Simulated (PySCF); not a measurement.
# Ga: electron affinity

Ga⁻ [Ar] 3d10 4s2 4p2 (3P) → Ga [Ar] 3d10 4s2 4p1 (2P), as a difference of total energies. All numbers are calculated (PySCF 2.14, scalar relativity through the core potential, in aug-cc-pVQZ-PP with one added diffuse shell each of s, p, d, f, g type with ECP10MDF (8s7p6d4f3g, 114 functions)). Correlated levels: valence: 3s2 3p6 3d10 frozen. The calculations carry no spin-orbit coupling.

| method | electron affinity (eV) |
| --- | --- |
| UHF | -0.065 |
| PBE0 | 0.434 |
| r2SCAN | 0.533 |
| MN15 | 0.459 |
| MP2 (valence) | 0.268 |
| SCS-MP2 (valence) | 0.163 |

Estimate what PBE gives.

0.443 eV, closest to PBE0 among the rows shown.

Estimate what B3LYP gives.

0.433 eV, closest to PBE0 among the rows shown.

The reference lies between the lowest fine-structure levels, while these numbers refer to the centres of the terms.

Errors of the correlated levels include the incompleteness of this basis and the frozen core.

A negative affinity means that the anion lies above the atom at that level of theory.

In the anion the highest occupied orbital energy is positive at PBE, PBE0, r2SCAN, MN15, B3LYP, a self-interaction effect; the basis confines that electron, and the energy difference can still be sensible.

For comparison: 0.301 eV (measured; photodetachment measurements, as compiled on the Wikipedia data page of electron affinities).
